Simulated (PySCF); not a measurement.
# How methods differ on the ionisation energy of Br²⁺

Br²⁺ [Ar] 3d10 4s2 4p3 (4S) → Br³⁺ [Ar] 3d10 4s2 4p2 (3P), as a difference of total energies. Computed with PySCF 2.14 in def2-SVP (5s4p3d, 32 functions), with no relativity, point nucleus. Correlated levels: valence: [Ar] 3d10 frozen. The calculations carry no spin-orbit coupling.

```tsv
method	ionisation energy (eV)	difference from reference (eV)
UHF	34.555	-0.316
PBE0	35.183	+0.312
BP86	35.150	+0.279
MP2 (valence)	34.926	+0.055
SCS-MP2 (valence)	34.791	-0.080
CCSD (valence)	34.863	-0.008
CCSD(T) (valence)	34.867	-0.004
```

Reference: 34.871 ± 0.019 eV (measured; NIST Atomic Spectra Database, ionization energies).

These non-relativistic numbers lack the scalar-relativistic shift.

The reference lies between the lowest fine-structure levels, while these numbers refer to the centres of the terms.

Errors of the correlated levels include the incompleteness of this basis and the frozen core.
